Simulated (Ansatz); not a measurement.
Cost and result for the atomization energy of AlBrH$_{4}$SeSi (8 atoms, 8 bonds).

Z-matrix (Å, degrees):
```
Al
Br 1 2.634
Se 1 2.422 2 90.6
H 1 1.579 2 103.0 3 115.2
H 1 1.580 2 100.8 3 -116.1
Si 2 2.315 1 77.9 3 9.1
H 6 1.480 2 102.7 1 112.5
H 6 1.480 2 103.9 1 -132.5
```

Charge 0, multiplicity 1. Correlated methods include outer-core shells of Br, Se, which these sets cover unevenly. Scalar relativity is left out up to krypton. The bonds changed during the relaxation, so this is another structure than the one it started from. The geometry is a stationary point of PBE0-D4/def2-TZVP. It is one conformer, not always the lowest. Program: Ansatz. All runs use 4 threads of an Arm Neoverse V2 on a shared host. Times are those of one run each, without the atoms' runs, and a repeat can differ threefold. Electronic energies, without spin–orbit coupling; frozen cores. CCSD(T)/CBS adds CCSD(T) − MP2 in def2-TZVPP to the MP2 limit, and its time is that of the two runs behind it. T1 = 0.009. With those shells the extrapolation isn't a true limit. HSE06 is the plane-wave form, built on full-range PBE exchange.

CCSD(T)/CBS is a level of theory with its own doubt, some kJ/mol a heavy atom from the limit and from the frozen cores, so smaller differences don't rank the functionals.

```json
{"level": "LDA (SPW92)/def2-TZVPP", "functions": "236", "wall time": "1.7 s", "atomization (kcal/mol)": "586.2", "difference from CCSD(T)/CBS": "53.6", "per bond": "6.7"}
{"level": "revPBE-D4/def2-TZVPP", "functions": "236", "wall time": "2.8 s", "atomization (kcal/mol)": "512.5", "difference from CCSD(T)/CBS": "-20.1", "per bond": "-2.5"}
{"level": "PBE-D4/def2-TZVPP (with forces)", "functions": "236", "wall time": "3.4 s", "atomization (kcal/mol)": "522.1", "difference from CCSD(T)/CBS": "-10.5", "per bond": "-1.3"}
{"level": "PBE0-D4/def2-TZVPP", "functions": "236", "wall time": "5.5 s", "atomization (kcal/mol)": "521.2", "difference from CCSD(T)/CBS": "-11.4", "per bond": "-1.4"}
{"level": "HSE06-D4/def2-TZVPP", "functions": "236", "wall time": "6 s", "atomization (kcal/mol)": "521.3", "difference from CCSD(T)/CBS": "-11.3", "per bond": "-1.4"}
{"level": "r2SCAN-D4/def2-TZVPP (with forces)", "functions": "236", "wall time": "7.5 s", "atomization (kcal/mol)": "530.4", "difference from CCSD(T)/CBS": "-2.2", "per bond": "-0.3"}
{"level": "PBE-QIDH/def2-TZVPP", "functions": "236", "wall time": "8 s", "atomization (kcal/mol)": "522.9", "difference from CCSD(T)/CBS": "-9.7", "per bond": "-1.2"}
{"level": "r2SCANh-D4/def2-TZVPP", "functions": "236", "wall time": "9 s", "atomization (kcal/mol)": "528.3", "difference from CCSD(T)/CBS": "-4.3", "per bond": "-0.5"}
{"level": "CCSD(T)/def2-SVP", "functions": "120", "wall time": "9.5 s", "atomization (kcal/mol)": "484.4", "difference from CCSD(T)/CBS": "-48.2", "per bond": "-6.0"}
{"level": "ωB97X-V/def2-TZVPP", "functions": "236", "wall time": "12 s", "atomization (kcal/mol)": "530.7", "difference from CCSD(T)/CBS": "-1.9", "per bond": "-0.2"}
{"level": "MP2/def2-QZVPP", "functions": "438", "wall time": "28 s", "atomization (kcal/mol)": "529.6", "difference from CCSD(T)/CBS": "-3.0", "per bond": "-0.4"}
{"level": "CCSD(T)/def2-TZVPP", "functions": "236", "wall time": "3.7 min", "atomization (kcal/mol)": "513.0", "difference from CCSD(T)/CBS": "-19.6", "per bond": "-2.4"}
{"level": "CCSD(T)/CBS(def2)", "functions": "–", "wall time": "4.2 min", "atomization (kcal/mol)": "532.6", "difference from CCSD(T)/CBS": "0.0", "per bond": "0.0"}
```

The D4 term adds +10.8 kcal/mol with B3LYP and +5.6 kcal/mol with PBE0; it sums over pairs of atoms, weighted by their polarisabilities, and B3LYP, whose exchange is more repulsive, gets the larger term. Leaving LDA and LC-ωPBE aside and taking each functional with its dispersion term where it has one, the values, not all of them listed here, spread over 18.8 kcal/mol, from BLYP-D4 to B97M-V. LDA lies +70.6 kcal/mol from PBE without D4, its usual overbinding. From r2SCAN to r2SCAN0 (25 % exact exchange), in def2-TZVPP and without D4, the atomization energy moves by −5.3 kcal/mol: exact exchange takes away binding that semilocal exchange gives to molecules.

B3LYP here is the variant with VWN-RPA as its local correlation; programs differ in this.

For some Ge, Se and Sn compounds the MP2-based and the directly extrapolated limit differ by 10 to 25 kJ/mol.
